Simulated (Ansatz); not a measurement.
Consider the redistribution: `[CH3][SnH2][SiH2]N` + `C[CH]([AlH2])CCl` → `[CH3][SnH2][SiH2]Cl` + `C[CH]([AlH2])CN`.

Gas-phase electronic energies from Ansatz, PBE0-D4/def2-TZVP geometries. CCSD(T)/CBS adds triple-zeta CCSD(T) − MP2 to the extrapolated MP2 energy (def2 sets, frozen cores). DFT in def2-TZVPP. B3LYP here is the variant with VWN-RPA as its local correlation; programs differ in this. def2 core potentials past Kr. For Sn outer-core shells are correlated without core-valence functions, which leaves a few kJ/mol of doubt a bond. One conformer a species, not always the lowest.

Question: Is it downhill or uphill in electronic energy at CCSD(T)/CBS, and by how much? (Best estimate.)

Answer: Ansatz gave: Downhill: ΔE = -32.7 kJ/mol.

Question: What do these levels give: PBE0-D4, r2SCAN, B3LYP, HF/def2-TZVPP, CCSD(T)/def2-TZVPP, HF/def2-QZVPP? (Estimate.)

Answer: The calculation gave: PBE0-D4 -34.8, r2SCAN -30.3, B3LYP -29.4, HF/def2-TZVPP -36.7, CCSD(T)/def2-TZVPP -33.2, HF/def2-QZVPP -36.3 kJ/mol.

Largest T1 diagnostic among the species: 0.012.

From PBE to PBE0 (25 % exact exchange), in def2-TZVPP and without D4, ΔE moves by −3.5 kJ/mol. In def2-TZVPP, CCSD(T) changes the Hartree–Fock value by +3.5 kJ/mol (the triples alone add +1.4 kJ/mol) and MP2 by +4.6 kJ/mol.
